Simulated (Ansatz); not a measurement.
Ansatz (a first-principles code) input (B3LYP/LANL2DZ): The .json file is the Basis Set Exchange's LANL2DZ.

Ansatz 0.2 input:
```yaml
crystal:
  periodic: [false, false, false]
  atoms:
    - {symbol: C, position_ang: [-1.47930400, -0.14178400, -0.19580700]}
    - {symbol: Si, position_ang: [0.37161000, -0.40586400, 0.04480300]}
    - {symbol: O, position_ang: [0.95198300, 1.14439900, 0.13646900]}
    - {symbol: H, position_ang: [-1.94720700, -1.12693000, -0.26708000]}
    - {symbol: H, position_ang: [-1.67520800, 0.41265800, -1.11245000]}
    - {symbol: H, position_ang: [-1.90678400, 0.39515500, 0.64975500]}
    - {symbol: H, position_ang: [0.95096100, -1.13972100, -1.10686000]}
    - {symbol: H, position_ang: [0.63565700, -1.16355200, 1.29248500]}
basis:
  gaussian:
    orbitals: LANL2DZ.json
hamiltonian:
  xc: {name: B3LYP}
magnetization: {spin_polarized: true, initial_magnetization: 1}
output: {forces: true}
```

Output:

```
Functional definition: B3LYP
integrals: 0.01 GiB planned
481 factors; integrals over basis functions are off by at most 5.9e-4 eV
mean field: 0.12 GiB planned
mean field evaluation 1: about -3256.5138 eV, gradient 4.9e1 eV
mean field evaluation 2: about -3172.5940 eV, gradient 1.2e2 eV
mean field evaluation 4: about -3268.2704 eV, gradient 1.5e1 eV
mean field evaluation 8: about -3269.5189 eV, gradient 4.6e-1 eV
mean field evaluation 16: about -3269.5204 eV, gradient 5.2e-5 eV
mean field evaluation 32: about -3269.6760 eV, gradient 6.3e-4 eV
mean field -3269.67600757 eV, -120.1583770123 hartree, gradient 3.1e-6 eV, S^2 0.753393; 2 other end points of the search recorded, 0 dependent functions left out
the calculation of the forces begins
reference -3269.67621116 eV, -120.1583844941 hartree; 12, 11 occupied and 24, 25 virtual orbitals, 481 factors
Total energy: -3269.67621116 eV, -120.1583844941 hartree
Atom 0 at    -1.479304    -0.141784    -0.195807 Å, force    -0.051308    -0.160377    -0.008335 eV/Å
Atom 1 at     0.371610    -0.405864     0.044803 Å, force    -0.534112    -2.149884    -0.091542 eV/Å
Atom 2 at     0.951983     1.144399     0.136469 Å, force     0.934578     2.375571     0.146410 eV/Å
Atom 3 at    -1.947207    -1.126930    -0.267080 Å, force    -0.173138    -0.101056    -0.023756 eV/Å
Atom 4 at    -1.675208     0.412658    -1.112450 Å, force    -0.065264     0.095605    -0.134848 eV/Å
Atom 5 at    -1.906784     0.395155     0.649755 Å, force    -0.098130     0.093121     0.115250 eV/Å
Atom 6 at     0.950961    -1.139721    -1.106860 Å, force     0.003222    -0.075769    -0.074146 eV/Å
Atom 7 at     0.635657    -1.163552     1.292485 Å, force    -0.015847    -0.077211     0.070967 eV/Å
Dipole moment:    -0.348072    -0.452514    -0.050236 e Å
```

The geometry given is a B3LYP-D3(BJ)/def2-TZVP minimum.
